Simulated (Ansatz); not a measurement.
Diatomic BeCl, multiplicity 2 (the spin of the measured ground state).

Seven points along R, fitted to fifth degree in 1/R; most abundant isotopes. In def2 and cc sets the state is the lowest found near the PBE0 minimum, followed along R.

Correlated levels freeze the inner cores; with def2 sets outer-core shells near the valence are correlated too.

Run with Ansatz (a quantum-chemistry and plane-wave program) with Gaussian orbitals. 

Energies at CCSD(T)/def2-QZVPP:

```
R (Å)       E (hartree)
--------  -------------
1.685690  -474.48825597
1.731004  -474.49206949
1.772693  -474.49382069
1.819820  -474.49414001
1.866947  -474.49302654
1.921324  -474.49033077
1.984764  -474.48572351
```

With a reduced mass of 7.1655 u, find the minimum, the force constant and the constants.

A fifth-degree polynomial in 1/R puts the minimum at r_e = 1.8055 Å with force constant 299 N/m. Then ω_e = (1/2πc)√(k/μ) = 842 cm⁻¹ and B_e = h/(8π²cμr_e²) = 0.7217 cm⁻¹; the cubic and quartic terms give α_e = 0.0065 and ω_e x_e = 4.9 cm⁻¹.
